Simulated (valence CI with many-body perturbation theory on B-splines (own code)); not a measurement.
E1 transitions of Cs XLI

Calculated by relativistic CI+MBPT: five valence electrons over a frozen Dirac-Fock core [Ne], a basis of 9 s, 9 p, 8 d, 6 f, 3 g, 1 h functions for each j, with the one-electron correlation potential Σ1, the two-electron term Σ2, the three-electron term Σ3, Breit, model QED; selected CI, second order for the rest (own B-spline code, finite nucleus).

No measured spectrum was set against this ion. As an estimate, large intervals hold to a few tenths of a per cent, small ones and those within an open d or f shell to about a per cent. Among the levels kept, up to 610 cm⁻¹ of a level comes from second order outside the variational space, and about a tenth of that is noise between levels of different J, which matters for small intervals.

Lines 151 to 200 of 225 in falling wavelength, among levels below 28.279 Ry, chosen from the strongest by gf and those to the six lowest levels. Wavelengths and rates use the calculated energies. Electric multipoles are in the length gauge, E1 and E2 with the static RPA response of the core. Weak lines are less certain than strong ones. Lines between different terms over intervals too small for the method are left out, as are lines whose strength nearly cancels. The highest levels of a list are the least certain.

Levels are named by their leading jj configuration (3d3/2^4 stands for four electrons in 3d with j = 3/2), which in mixed levels can hold well under half, so a name can repeat and another be missing. Letters in brackets count levels of one name in rising energy.

```csv
λ vac (nm),Upper,Lower,A (s⁻¹),S (a.u.) with core polarisation,S without
6.555,(3s^2 3p3/2^2 3d5/2) J=5/2 [a],(3s^2 3p3/2^3) J=3/2,2.93e+07,2.44e-05,2.49e-05
6.470,(3s^2 3p1/2 3p3/2 3d5/2) J=3/2 [c],(3s^2 3p1/2 3p3/2^2) J=1/2,5.56e+10,2.97e-02,3.02e-02
6.470,(3s^2 3p1/2 3p3/2 3d5/2) J=7/2 [b],(3s^2 3p1/2 3p3/2^2) J=5/2,1.23e+11,1.31e-01,1.34e-01
6.437,(3s 3p1/2^2 3p3/2 3d3/2) J=5/2 [b],(3s^2 3p1/2^2 3d5/2) J=5/2,1.14e+09,9.02e-04,9.20e-04
6.420,(3s^2 3p1/2 3p3/2 3d5/2) J=3/2 [b],(3s^2 3p1/2 3p3/2^2) J=5/2,1.03e+10,5.39e-03,5.49e-03
6.404,(3s 3p1/2^2 3p3/2 3d5/2) J=5/2,(3s^2 3p1/2^2 3d5/2) J=5/2,5.53e+10,4.30e-02,4.38e-02
6.399,(3s^2 3p1/2 3p3/2 3d5/2) J=5/2 [b],(3s^2 3p1/2 3p3/2^2) J=5/2,1.81e+09,1.40e-03,1.42e-03
6.376,(3s 3p1/2^2 3p3/2^2) J=5/2,(3s^2 3p1/2^2 3p3/2) J=3/2,8.78e+10,6.74e-02,6.86e-02
6.239,(3s 3p1/2^2 3p3/2 3d5/2) J=3/2,(3s^2 3p1/2^2 3d5/2) J=5/2,2.77e+10,1.33e-02,1.35e-02
6.194,(3s^2 3p3/2^2 3d5/2) J=3/2,(3s^2 3p3/2^3) J=3/2,2.65e+11,1.24e-01,1.26e-01
6.179,(3s 3p1/2^2 3p3/2 3d3/2) J=3/2 [b],(3s^2 3p1/2^2 3d3/2) J=3/2,5.85e+10,2.72e-02,2.78e-02
6.154,(3s^2 3p1/2 3p3/2 3d5/2) J=3/2 [b],(3s^2 3p1/2 3p3/2^2) J=3/2,9.23e+10,4.25e-02,4.32e-02
6.140,(3s^2 3p1/2 3p3/2 3d5/2) J=3/2 [c],(3s^2 3p1/2 3p3/2^2) J=5/2,4.58e+10,2.09e-02,2.13e-02
6.134,(3s^2 3p1/2 3p3/2 3d5/2) J=5/2 [b],(3s^2 3p1/2 3p3/2^2) J=3/2,2.18e+11,1.49e-01,1.51e-01
6.112,(3s 3p1/2^2 3p3/2 3d5/2) J=7/2,(3s^2 3p1/2^2 3d5/2) J=5/2,3.50e+10,3.16e-02,3.21e-02
6.073,(3s^2 3p3/2^2 3d5/2) J=5/2 [b],(3s^2 3p3/2^3) J=3/2,3.60e+11,2.39e-01,2.43e-01
6.071,(3s^2 3p1/2 3p3/2 3d5/2) J=1/2,(3s^2 3p1/2 3p3/2^2) J=3/2,9.17e+10,2.03e-02,2.06e-02
5.974,(3s 3p1/2 3p3/2^3) J=5/2,(3s^2 3p1/2 3p3/2^2) J=5/2,2.25e+11,1.42e-01,1.45e-01
5.941,(3s 3p1/2^2 3p3/2^2) J=1/2,(3s^2 3p1/2^2 3p3/2) J=3/2,7.88e+10,1.63e-02,1.66e-02
5.915,(3s 3p1/2^2 3p3/2^2) J=3/2,(3s^2 3p1/2^2 3p3/2) J=3/2,1.25e+11,5.11e-02,5.21e-02
5.896,(3s^2 3p1/2 3p3/2 3d5/2) J=3/2 [c],(3s^2 3p1/2 3p3/2^2) J=3/2,9.74e+10,3.94e-02,4.02e-02
5.886,(3s 3p1/2 3p3/2^3) J=3/2,(3s^2 3p1/2 3p3/2^2) J=1/2,5.75e+10,2.32e-02,2.36e-02
5.848,(3s 3p1/2 3p3/2^3) J=1/2,(3s^2 3p1/2 3p3/2^2) J=1/2,3.48e+11,6.86e-02,6.99e-02
5.809,(3s 3p1/2^2 3p3/2 3d3/2) J=5/2 [b],(3s^2 3p1/2^2 3d3/2) J=3/2,1.49e+11,8.65e-02,8.81e-02
5.782,(3s 3p1/2^2 3p3/2 3d5/2) J=5/2,(3s^2 3p1/2^2 3d3/2) J=3/2,1.75e+09,1.00e-03,1.02e-03
5.743,(3s 3p1/2 3p3/2^3) J=5/2,(3s^2 3p1/2 3p3/2^2) J=3/2,2.90e+10,1.63e-02,1.66e-02
5.735,(3s 3p1/2^2 3p3/2 3d3/2) J=1/2 [b],(3s^2 3p1/2^2 3d3/2) J=3/2,1.72e+11,3.20e-02,3.26e-02
5.647,(3s 3p1/2^2 3p3/2 3d5/2) J=3/2,(3s^2 3p1/2^2 3d3/2) J=3/2,8.57e+09,3.05e-03,3.11e-03
5.611,(3s 3p1/2 3p3/2^3) J=3/2,(3s^2 3p1/2 3p3/2^2) J=5/2,3.17e+11,1.11e-01,1.13e-01
5.406,(3s 3p1/2 3p3/2^3) J=3/2,(3s^2 3p1/2 3p3/2^2) J=3/2,6.75e+10,2.11e-02,2.14e-02
5.375,(3s 3p1/2 3p3/2^3) J=1/2,(3s^2 3p1/2 3p3/2^2) J=3/2,7.60e+10,1.17e-02,1.19e-02
5.319,(3s^2 3p1/2 3p3/2 3d3/2) J=5/2 [a],(3s^2 3p1/2^2 3p3/2) J=3/2,1.13e+09,5.04e-04,5.13e-04
5.296,(3s^2 3p1/2 3p3/2 3d3/2) J=3/2 [a],(3s^2 3p1/2^2 3p3/2) J=3/2,2.47e+10,7.25e-03,7.39e-03
5.283,(3s^2 3p1/2 3p3/2 3d3/2) J=1/2 [a],(3s^2 3p1/2^2 3p3/2) J=3/2,3.26e+09,4.74e-04,4.83e-04
5.044,(3s^2 3p3/2^2 3d3/2) J=1/2,(3s^2 3p1/2 3p3/2^2) J=1/2,2.34e+10,2.97e-03,3.03e-03
5.032,(3s^2 3p3/2^2 3d3/2) J=3/2 [a],(3s^2 3p1/2 3p3/2^2) J=1/2,4.97e+10,1.25e-02,1.27e-02
4.979,(3s^2 3p3/2^2 3d5/2) J=1/2,(3s^2 3p1/2 3p3/2^2) J=1/2,1.90e+10,2.31e-03,2.35e-03
4.911,(3s^2 3p1/2 3p3/2 3d5/2) J=3/2 [a],(3s^2 3p1/2^2 3p3/2) J=3/2,3.62e+08,8.47e-05,8.60e-05
4.869,(3s^2 3p3/2^2 3d5/2) J=7/2,(3s^2 3p1/2 3p3/2^2) J=5/2,1.01e+11,4.60e-02,4.69e-02
4.849,(3s^2 3p3/2^2 3d3/2) J=5/2,(3s^2 3p1/2 3p3/2^2) J=5/2,3.71e+11,1.25e-01,1.28e-01
4.830,(3s^2 3p3/2^2 3d3/2) J=3/2 [a],(3s^2 3p1/2 3p3/2^2) J=5/2,2.30e+11,5.12e-02,5.21e-02
4.810,(3s^2 3p1/2 3p3/2 3d5/2) J=5/2 [a],(3s^2 3p1/2^2 3p3/2) J=3/2,5.93e+10,1.96e-02,1.99e-02
4.782,(3s^2 3p3/2^2 3d3/2) J=7/2,(3s^2 3p1/2 3p3/2^2) J=5/2,3.56e+11,1.54e-01,1.57e-01
4.760,(3s^2 3p3/2^2 3d3/2) J=3/2 [b],(3s^2 3p1/2 3p3/2^2) J=1/2,4.89e+11,1.04e-01,1.06e-01
4.739,(3s^2 3p1/2 3p3/2 3d3/2) J=5/2 [b],(3s^2 3p1/2^2 3p3/2) J=3/2,4.64e+11,1.46e-01,1.49e-01
4.695,(3s^2 3p3/2^2 3d3/2) J=5/2,(3s^2 3p1/2 3p3/2^2) J=3/2,1.91e+11,5.87e-02,5.98e-02
4.688,(3s^2 3p3/2^2 3d3/2) J=1/2,(3s^2 3p1/2 3p3/2^2) J=3/2,5.19e+11,5.27e-02,5.37e-02
4.677,(3s^2 3p3/2^2 3d3/2) J=3/2 [a],(3s^2 3p1/2 3p3/2^2) J=3/2,4.37e+11,8.82e-02,8.99e-02
4.663,(3s^2 3p1/2 3p3/2 3d3/2) J=3/2 [b],(3s^2 3p1/2^2 3p3/2) J=3/2,8.52e+11,1.70e-01,1.74e-01
4.663,(3s^2 3p1/2 3p3/2 3d3/2) J=1/2 [b],(3s^2 3p1/2^2 3p3/2) J=3/2,6.16e+11,6.17e-02,6.28e-02
```
